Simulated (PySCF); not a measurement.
Methylcyanodiacetylene, C6H3N.
Atom-mapped SMILES: `[CH3:1][C:2]#[C:3][C:4]#[C:5][C:6]#[N:7]` (hydrogens: H8, H9, H10 on C1)

Computed, not measured: TDDFT wB97X-D/def2-SVPD, vertical, gas phase, core orbitals frozen in the response (PySCF 2.14.0, density-fitted response routines). Geometry: PBE0-D3(BJ)/def2-SVP; no solvent, vibrations or thermal averaging.

Problem. What does the calculation give for the low-lying excited states?

Solution. 

```tsv
state	E (eV)	E (hartree)	f	|μ| (D)	symmetry	main configurations (H = HOMO, L = LUMO)
S1	3.94	0.1446	0.0000	0.00	–	H-1/H→L/L+1 (≥80%)
S2	4.12	0.1513	0.0001	0.08	–	H-1/H→L/L+1 (≥85%)
S3	4.12	0.1513	0.0001	0.08	–	H-1/H→L/L+1 (≥85%)
S4	6.20	0.2280	0.0000	0.00	–	H-3/H-2→L/L+1 (≥81%)
S5	6.48	0.2381	0.0003	0.10	–	H-3/H-2→L/L+1 (≥75%)
S6	6.48	0.2381	0.0003	0.10	–	H-3/H-2→L/L+1 (≥75%)
S7	6.97	0.2561	3.143	10.91	A1	H-1/H→L/L+1 (≥78%)
S8	7.37	0.2708	0.0009	0.18	–	H-1/H→L+2 (≥78%), H-1/H→L+3 (≥12%)
S9	7.37	0.2708	0.0009	0.18	–	H-1/H→L+2 (≥78%), H-1/H→L+3 (≥12%)
```

Triplets (Tamm–Dancoff): T1 3.23 eV, H-1/H→L/L+1 (≥76%); T2 3.62 eV, H-1/H→L/L+1 (≥83%); T3 3.62 eV, H-1/H→L/L+1 (≥83%).

The lowest singlet lies at 3.94 eV (315 nm, ultraviolet) and is dark (f under 0.0005); its leading configuration is HOMO-1/HOMO→LUMO/LUMO+1 (≥80%). The strongest level in the table is S7 at 6.97 eV (178 nm, f = 3.143). S2/S3, S5/S6 and S8/S9 lie within about 0.01 eV of each other in each set; the point group C3v has degenerate representations, and within a degenerate level the listed configurations can mix freely. Löwdin shares by element: HOMO (one of a set within 0.03 eV) carbon 74% or more (atoms not listed hold the other 26%); LUMO (one of a set within 0.03 eV) carbon 53% or more, nitrogen 16% (atoms not listed hold the other 31%). The listed states span 3.43 eV, and the widest gap between neighbours is 2.09 eV (S3 to S4). Of the 9 states listed, 1 reaches f = 0.01 and 6 stay under 0.0005. The oscillator strengths of these states sum to 3.146; summed over the whole spectrum of an exact calculation they would give the number of electrons, 46 (Thomas–Reiche–Kuhn). No computed singlet lies in the visible range (380 to 750 nm); the lowest, at 315 nm, stands 0.67 eV above its violet end (3.26 eV); a Tamm–Dancoff triplet lies at 384 nm, without intensity as long as spin–orbit coupling is left out. All these states lie below the vertical ionisation energy of 9.75 eV (ΔSCF). Symmetry labels in C3v follow from the direction of the transition dipole and are given only for states with f of 0.002 or more. Orbitals of the list HOMO-3 to LUMO+2 that lie within 0.01 eV of each other are written together with a slash and their weights summed (≥ marks a lower bound); for degenerate orbitals outside that list single weights are arbitrary. The window holds the lowest 10 singlets. The highest level found (7.63 eV, f 0.0000 so far) is left out, since the window may have cut off a degenerate partner.
